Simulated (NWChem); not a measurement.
System: SiClF, singlet; SMILES F[Si]Cl

Input file for NWChem:

```
start job
memory heap 200 mb stack 900 mb global 1100 mb
geometry units angstroms
  Si     0.662467    -0.599868     0.000000
  F     -0.696492    -1.529652     0.000000
  Cl    -0.174854     1.337628     0.000000
end
basis spherical
  Si library 3-21g
  F library 3-21g
  Cl library 3-21g
end
dft
  xc b3lyp
  iterations 150
end
driver
  maxiter 120
end
task dft optimize
task dft freq
```

Low-valent species are run as closed-shell singlets; no triplet was tried in these runs.

The level has its own optimisation; frequencies are unscaled.

Problem. What results follow from this input? (B3LYP/3-21G.) Quantities: r F–Si (Å); r Cl–Si (Å); highest harmonic frequency (cm⁻¹); lowest (cm⁻¹); zero-point energy (kcal/mol); dipole (D).

Solution. 
| Quantity | Value |
|---|---|
| r F–Si (Å) | 1.651 |
| r Cl–Si (Å) | 2.243 |
| highest harmonic frequency (cm⁻¹) | 883 |
| lowest (cm⁻¹) | 213 |
| zero-point energy (kcal/mol) | 2.2 |
| dipole (D) | 2.66 |
